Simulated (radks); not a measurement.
Results of a calculation; reference values are marked as such.
All-electron atom: the aluminium ion Al+ in [Ne] 3p2 (not the ground configuration).

Code: a radial shooting solver on a logarithmic mesh with Libxc functionals. Model: scalar-relativistic Kohn-Sham, PBE, spin-polarised, spherical densities, point nucleus; open shells are filled with parallel spins first.

Energy parts (Ry):
part                       energy
total                  -484.16357
kinetic                 485.10191
electron-nucleus      -1148.81435
Hartree                 215.95424
exchange-correlation    -36.40537

Orbitals (lengths in bohr, moments of r in powers of bohr; r(max) is where P^2 peaks):
| orbital | occ. | eigenvalue (Ry) | <1/r> | r(max) | <r^4> |
|---|---|---|---|---|---|
| 1s up | 1 | -111.9259 | 12.63 | 0.07835 | 0.0009829 |
| 1s down | 1 | -111.9148 | 12.63 | 0.07835 | 0.0009825 |
| 2s up | 1 | -8.79704 | 2.341 | 0.4963 | 0.4125 |
| 2s down | 1 | -8.77973 | 2.341 | 0.4965 | 0.4099 |
| 2p up | 3 | -5.96615 | 2.213 | 0.4283 | 0.4845 |
| 2p down | 3 | -5.94492 | 2.214 | 0.4286 | 0.4774 |
| 3p up | 2 | -0.81471 | 0.4792 | 2.341 | 128.6 |

The highest occupied level is 3p up at -11.085 eV. Summed over all electrons, <r^2> = 21.31 bohr^2, which gives a Langevin (diamagnetic) susceptibility term of -16.9 x 10^-6 cm^3/mol.
